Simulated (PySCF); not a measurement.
# Spinor energies of Cs²⁴⁺ (caesium, charge +24)

Start: [Ar] 3d10 4s2 4p1; 4p3/2 filled at m_j = +3/2. Calculated with PySCF 2.14 in an even-tempered Gaussian basis (17 s from 1.8 bohr⁻², ratio 2.8; 13 p from 2.3 bohr⁻², ratio 2.8; 8 d from 4.2 bohr⁻², ratio 2.8; 4 f from 11 bohr⁻², ratio 3): generalised Hartree-Fock with the X2C-1e Hamiltonian and a Gaussian nucleus; one run each with spin-orbit coupling (SO) screened by Boettger's factors, then bare. This is a chosen level, not necessarily the ground level.

| spinor shell | electrons | ε, screened SO (eV) | ε, bare SO (eV) | weight of nominal j (bare SO) | rms radius, bare SO (bohr) |
| --- | --- | --- | --- | --- | --- |
| 1s1/2 | 2 | -36916.9 | -36916.6 | 1.000 | 0.0298 |
| 2s1/2 | 2 | -6519.1 | -6519.0 | 1.000 | 0.121 |
| 2p1/2 | 2 | -6167.0 | -6177.3 | 1.000 | 0.104 |
| 2p3/2 | 4 | -5810.9 | -5806.9 | 1.000 | 0.110 |
| 3s1/2 | 2 | -1946.8 | -1946.8 | 1.000 | 0.314 |
| 3p1/2 | 2 | -1797.4 | -1799.5 | 1.000 | 0.306 |
| 3p3/2 | 4 | -1725.7 | -1724.9 | 1.000 | 0.317 |
| 3d3/2 | 4 | -1472.5 | -1474.6 | 0.999 | 0.287 |
| 3d5/2 | 6 | -1457.4 | -1456.1 | 0.999 | 0.291 |
| 4s1/2 | 2 | -837.72 | -837.72 | 1.000 | 0.680 |
| 4p3/2 | 1 | -768.20 | -767.97 | 1.000 | 0.707 |

```json
{"quantity": "E (hartree)", "screened SO": "-7515.57675", "bare SO": "-7515.79325"}
{"quantity": "M_J", "screened SO": "3/2", "bare SO": "3/2"}
{"quantity": "⟨J²⟩", "screened SO": "3.752", "bare SO": "3.752"}
{"quantity": "⟨L²⟩", "screened SO": "2.017", "bare SO": "2.019"}
{"quantity": "⟨S²⟩", "screened SO": "0.766", "bare SO": "0.768"}
```

Each row is a mean over spinors that exchange with the open shell spreads, by up to 8.346 eV (4s1/2).

Breit and QED terms are absent; they matter most for the inner s and p1/2 levels.

Densities and radii are taken from the X2C orbitals without a picture-change correction, which distorts them close to the nucleus.
